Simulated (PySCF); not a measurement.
Isomers of [C6H12P]+. The calculation used TDDFT B3LYP/def2-SVPD, vertical, gas phase, core orbitals frozen in the response in PySCF 2.14.0, density-fitted response routines. Geometries: GFN2-xTB; one conformer of each isolated species. Triplets are in the Tamm–Dancoff approximation. Ions are computed without counter-ions or solvent.

A. `C=C[P+]1(C)CCC1`
B. `C1C[P@H+]2CC[C@@H]1C2`
C. `CCC1=C[P@@H+]1CC`

Lowest singlet levels (six at most, fewer where fewer were computed) with oscillator strengths:

1. 163 nm (f 0.009); 153 nm (f 0.004); 152 nm (f 0.008); 148 nm (f 0.002); 146 nm (f 0.009); 146 nm (f 0.049); T1 7.41 eV
2. 204 nm (f 0.017); 199 nm (f 0.004); 186 nm (f 0.057); 177 nm (f 0.079); 175 nm (f 0.179); 167 nm (f 0.061); T1 4.80 eV
3. 185 nm (f 0.004); 183 nm (f 0.428); 174 nm (f 0.001); 167 nm (f 0.031); 162 nm (f 0.001); 160 nm (f 0.008); T1 4.31 eV

Question: Match each spectrum to its molecule.

Answer: 1 = B, 2 = C, 3 = A.
- A: S1 at 6.71 eV, HOMO-1→LUMO (95%); Löwdin shares by element: HOMO carbon 76% or more, phosphorus 7% (atoms not listed hold the other 18%); LUMO carbon 65% or more, phosphorus 14% (atoms not listed hold the other 21%); HOMO -12.61 and LUMO -5.72 eV; point group Cs.
- B: S1 at 7.59 eV, HOMO→LUMO (98%); Löwdin shares by element: HOMO carbon 57% or more (atoms not listed hold the other 43%); LUMO phosphorus 38%, carbon 20% or more, hydrogen 14% or more (atoms not listed hold the other 27%); HOMO -13.21 and LUMO -4.59 eV; point group Cs.
- C: S1 at 6.07 eV, HOMO→LUMO (61%), HOMO→LUMO+1 (32%); Löwdin shares by element: HOMO carbon 56% or more, phosphorus 10% (atoms not listed hold the other 34%); LUMO carbon 46% or more, phosphorus 26%, hydrogen 8% or more (atoms not listed hold the other 20%); HOMO -12.92 and LUMO -5.74 eV.
